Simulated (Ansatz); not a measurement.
A nudged elastic band was laid between two geometries of ClGeH3 + FH + H2O (10 atoms, charge 0, multiplicity 1).

The calculation used RKS PBE0/def2-SVP (Ansatz).

```json
{"movable images": "5", "climbing image": "yes", "spring": "5.0 eV/Å²", "optimiser": "quadratic models (default)", "start path": "through a guess of the saddle point", "force threshold": "0.5 eV/Å", "iteration limit": "60", "end points": "relaxed"}
```

Initial state:

```xyz
10
Properties=species:S:1:pos:R:3
Ge -1.045 0.412 -1.092
Cl 0.109 -1.473 -1.169
H -2.148 0.142 -2.133
H -1.637 0.536 0.308
H -0.131 1.542 -1.556
H 0.913 0.229 1.494
O 1.007 0.999 0.911
H 0.445 -1.704 0.898
F 0.604 -1.562 1.813
H 1.882 0.879 0.526
```

Final state:

```xyz
10
Properties=species:S:1:pos:R:3
Ge -0.749 0.997 -0.735
Cl -0.193 -2.629 -0.380
H -0.511 0.304 -2.081
H -1.820 0.337 0.130
H -0.994 2.505 -0.917
H 0.842 -0.231 1.329
O 0.766 0.843 0.267
H 0.262 -2.057 0.716
F 0.813 -1.009 1.906
H 1.583 0.942 -0.235
```

Task: Which bonds break or form, and what moves?

Result: Bonds broken: Ge1–Cl2, H6–O7, H8–F9. Bonds formed: Ge1–O7, Cl2–H8, H6–F9. ClGeH3 + FH + H2O becomes ClH + FH + GeH4O.

Task: What energy profile does the band end with?

Result: The forces met the threshold. The highest image is number 3 of 0 to 6, 0.86 eV above the first end and 0.61 eV above the last; the last end lies 0.25 eV above the first. The threshold of 0.5 eV/Å is loose, so the images may lie well off the minimum-energy path. The order of the stationary point at the top wasn't checked. The orbitals stay closed-shell, which can raise the energy where a bond breaks towards radicals; this wasn't checked here.

```csv
image,path coordinate (Å),energy (eV),Ge1–Cl2 (Å),H6–O7 (Å),H8–F9 (Å)
0,0.00,0.00,2.21,0.97,0.94
1,0.78,0.08,2.22,0.97,0.94
2,1.57,0.50,2.32,0.98,0.95
3,2.35,0.86,2.76,1.09,1.11
4,3.01,0.42,3.26,1.37,1.47
5,3.70,0.26,3.75,1.51,1.67
6,4.38,0.25,3.69,1.51,1.68
```

Task: What is the geometry of the highest image?

Result: 
```xyz
10
Properties=species:S:1:pos:R:3
Ge -0.787 0.720 -0.768
Cl -0.310 -1.985 -0.488
H -1.091 0.049 -2.120
H -1.948 0.723 0.230
H -0.357 2.166 -1.166
H 0.884 -0.215 1.116
O 0.698 0.629 0.456
H 0.426 -1.774 0.888
F 0.966 -1.310 1.745
H 1.520 0.997 0.107
```

The band took 6 iterations and roughly 2.7 core-minutes.

Run time: 84 s on 2 threads of Arm Neoverse V2, on a shared host, peak memory 0.26 GiB.
